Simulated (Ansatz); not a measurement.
Consider the formal exchange of groups at the Sb–C bond: `C[CH](S)[SbH2]` + `COCOC` → `CO[CH2][SbH2]` + `COC(C)S`.

Calculated with Ansatz (gas phase, PBE0-D4/def2-TZVP geometries, no zero-point term in ΔE). CCSD(T)/CBS adds triple-zeta CCSD(T) − MP2 to the extrapolated MP2 energy (def2 sets, frozen cores). Functionals use def2-TZVPP. def2 core potentials past Kr. For Sb outer-core shells are correlated without core-valence functions, which leaves a few kJ/mol of doubt a bond. One conformer a species, not always the lowest.

```tsv
level	ΔE (kJ/mol)	difference from CCSD(T)/CBS
PBE-D4	17.3	-6.5
PBE0-D4	20.2	-3.6
B2PLYP	19.2	-4.6
r2SCAN	17.8	-6.0
PBE0	17.9	-5.9
SCS-MP2/def2-TZVPP	25.9	2.1
CCSD/def2-TZVPP	23.3	-0.5
HF/def2-QZVPP	20.9	-2.9
HF/CBS(def2)	20.8	-3.0
CCSD/CBS(def2)	23.4	-0.4
CCSD(T)/CBS	23.8	0
```

Largest T1 diagnostic among the species: 0.013.

From PBE to PBE0 (25 % exact exchange), in def2-TZVPP and without D4, ΔE moves by +3.3 kJ/mol. The D4 term adds +4.5 kJ/mol with B3LYP and +2.3 kJ/mol with PBE0; it sums over pairs of atoms, weighted by their polarisabilities, and B3LYP, whose exchange is more repulsive, gets the larger term.

B3LYP here is the variant with VWN-RPA as its local correlation; programs differ in this.
